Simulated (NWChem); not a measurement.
Molecule: BeH$_{2}$O$_{2}$; SMILES [OH][Be][OH]

```xyz
5

Be     0.0000     0.0000    -0.0234
O     -1.4128     0.0344    -0.0491
H     -2.1291    -0.3622     0.4393
O      1.4128    -0.0344    -0.0491
H      2.1291     0.3622     0.4393
```
Atoms are numbered in this order, from 1.

Structure relaxed at the PBE0/def2-SVP level.

Symmetry labels are those of C2 in the frame above (b1 and b2, or b-type labels, depend on it).

Question: List the 4 lowest vertical singlet excitations from CAM-B3LYP/def2-SVPD, TDA (NWChem).

Answer: 
```tsv
state	energy (eV)	oscillator strength	symmetry	leading excitation (squared amplitude)
S1	7.35	0.009	a	HOMO → LUMO (0.90)
S2	7.45	0.019	b	HOMO−1 → LUMO (0.88)
S3	8.07	0.126	b	HOMO−2 → LUMO (0.59)
S4	8.11	0.121	a	HOMO−3 → LUMO (0.62)
```
